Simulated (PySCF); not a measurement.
Computed shifts of a molecule C5H8, KT2/pcSseg-1 (PySCF), GIAO, gas phase, equivalent atoms averaged, in ppm (number of nuclei): ¹³C: 137.8 (1), 133.5 (1), 131.1 (1), 114.1 (1), 24.2 (1). ¹H: 6.40 (1), 6.25 (1), 5.92 (1), 5.39 (1), 5.26 (1), 2.20 (3). References: ¹³C against TMS (σ = 185.1 ppm); ¹H against TMS (σ = 31.47 ppm), references at their B3LYP-D3(BJ)/def2-TZVP geometries, non-relativistic. Geometry: B3LYP-D3(BJ)/def2-SVP. Other conformers were not sampled.

Task: Which structure fits?
A. CC=C=CC
B. C=CCC=C
C. C[C@@H]1C=CC1
D. C=C/C=C/C

Result: D, C=C/C=C/C
